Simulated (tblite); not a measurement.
Compound: C5H9OSi (doublet state).
Atom-mapped SMILES: `[SiH2:1][O:2]/[CH:3]=[CH:4]\[CH:5]1[CH2:6][CH2:7]1` (hydrogens: H8, H9 on Si1; H10 on C3; H11 on C4; H12 on C5; H13, H14 on C6; H15, H16 on C7)
Bond orders are those of one Lewis drawing.

Computed with GFN2-xTB (tblite), gas phase: L-BFGS steps from a force-field or distance-geometry start until the largest atomic force falls under 0.01 eV/Å.

Step 1: E = -572.0245 eV
```
atom  x, y, z in Å  |  force x, y, z in eV/Å
Si1     3.3533   -0.7014   -0.7246   -0.184   0.386   0.316
O2      1.7361   -0.6058   -0.3951    0.379   0.347   0.247
C3      1.2154    0.3883    0.3884    1.099  -0.018  -0.270
C4     -0.0590    0.5185    0.6648   -1.169  -0.056   0.367
C5     -1.1478   -0.3964    0.2188    0.216   0.172  -0.032
C6     -1.6847   -0.2419   -1.1771   -0.081  -0.107  -0.062
C7     -2.5256    0.1547   -0.0024   -0.044   0.011   0.052
H8      4.1225   -0.8096    0.5359   -0.171  -0.139  -0.289
H9      3.7867    0.5296   -1.4171   -0.088  -0.306  -0.017
H10     1.9465    1.1110    0.7720   -0.256  -0.258  -0.120
H11    -0.3840    1.3362    1.2982    0.177   0.025  -0.083
H12    -1.0689   -1.4096    0.6126    0.000   0.168  -0.131
H13    -1.9492   -1.1439   -1.7082   -0.004   0.044  -0.090
H14    -1.2767    0.5409   -1.8065   -0.033  -0.139   0.136
H15    -2.7072    1.2140    0.1576    0.108  -0.230   0.036
H16    -3.3650   -0.4755    0.2655    0.050   0.101  -0.060
```

Step 2: E = -572.0499 eV
```
atom  x, y, z in Å  |  force x, y, z in eV/Å
Si1     3.3489   -0.6947   -0.7187    0.088   0.245   0.156
O2      1.7452   -0.5998   -0.3911    0.084   0.181   0.165
C3      1.2214    0.3863    0.3845    0.049   0.199   0.075
C4     -0.0666    0.5190    0.6707   -0.109  -0.265  -0.026
C5     -1.1475   -0.3937    0.2157    0.155   0.038   0.099
C6     -1.6854   -0.2430   -1.1769   -0.117  -0.097  -0.073
C7     -2.5267    0.1542   -0.0009    0.075  -0.032  -0.048
H8      4.1194   -0.8119    0.5307   -0.103  -0.137  -0.177
H9      3.7851    0.5241   -1.4172   -0.055  -0.210  -0.057
H10     1.9440    1.1083    0.7707   -0.162  -0.143  -0.056
H11    -0.3813    1.3364    1.2966    0.098   0.171   0.047
H12    -1.0689   -1.4074    0.6107   -0.002   0.172  -0.138
H13    -1.9493   -1.1436   -1.7100   -0.007   0.025  -0.079
H14    -1.2773    0.5382   -1.8040   -0.014  -0.070   0.077
H15    -2.7052    1.2096    0.1580    0.076  -0.088   0.050
H16    -3.3633   -0.4732    0.2642   -0.056   0.009  -0.016
```

Step 3: E = -572.0603 eV
```
atom  x, y, z in Å  |  force x, y, z in eV/Å
Si1     3.3483   -0.6871   -0.7132    0.139   0.095   0.027
O2      1.7512   -0.5937   -0.3864   -0.073   0.084   0.110
C3      1.2216    0.3889    0.3844   -0.186   0.127   0.100
C4     -0.0687    0.5145    0.6725    0.099  -0.031   0.023
C5     -1.1453   -0.3918    0.2156   -0.016  -0.035   0.006
C6     -1.6878   -0.2451   -1.1779   -0.051  -0.033   0.005
C7     -2.5258    0.1532   -0.0011    0.085  -0.078  -0.051
H8      4.1161   -0.8154    0.5250   -0.009  -0.137  -0.033
H9      3.7833    0.5177   -1.4183   -0.006  -0.081  -0.117
H10     1.9404    1.1047    0.7693   -0.053   0.025   0.039
H11    -0.3784    1.3398    1.2968    0.098   0.076  -0.008
H12    -1.0688   -1.4034    0.6073    0.008   0.062  -0.092
H13    -1.9496   -1.1431   -1.7123   -0.023  -0.036  -0.089
H14    -1.2779    0.5356   -1.8014   -0.004  -0.023   0.027
H15    -2.7029    1.2059    0.1592    0.059   0.004   0.049
H16    -3.3634   -0.4718    0.2632   -0.066  -0.020   0.003
```

**Question.** Estimate the geometry and energy of step 4. (The exact step hangs on the optimiser's Hessian estimate; all steps are aligned on step 3, rigid shifts and turns removed.)

**Answer.** E = -572.0643 eV, largest force 0.184 eV/Å
```
atom  x, y, z in Å  |  force x, y, z in eV/Å
Si1     3.3500   -0.6817   -0.7099    0.049  -0.001  -0.027
O2      1.7532   -0.5891   -0.3821   -0.070   0.021   0.055
C3      1.2197    0.3917    0.3855   -0.151   0.067   0.081
C4     -0.0693    0.5129    0.6749    0.054   0.043   0.024
C5     -1.1449   -0.3915    0.2151   -0.014  -0.028  -0.006
C6     -1.6896   -0.2466   -1.1780    0.005  -0.034  -0.042
C7     -2.5241    0.1512   -0.0019   -0.033  -0.031   0.003
H8      4.1144   -0.8196    0.5218    0.054  -0.135   0.060
H9      3.7824    0.5133   -1.4210    0.028   0.008  -0.156
H10     1.9378    1.1037    0.7694   -0.004   0.116   0.091
H11    -0.3751    1.3422    1.2964    0.068   0.058  -0.006
H12    -1.0686   -1.4006    0.6041    0.018  -0.036  -0.049
H13    -1.9501   -1.1436   -1.7151   -0.021  -0.035  -0.070
H14    -1.2783    0.5339   -1.7996   -0.001   0.000   0.001
H15    -2.7007    1.2041    0.1606    0.058   0.002   0.038
H16    -3.3645   -0.4713    0.2628   -0.041  -0.017   0.004
```

The energy changes by -0.0041 eV. The first-order estimate −F·Δx gives -0.0060 eV and the mean of the old and new forces, exact on a quadratic surface, -0.0041 eV. The step makes an angle of 40° with the force vector and moves no atom by more than 0.007 Å.

The cost below is that of the whole relaxation. On one thread of an Arm Neoverse V2, shared host with 96 logical CPUs at a one-minute load of 89, this took 1.1 s wall.
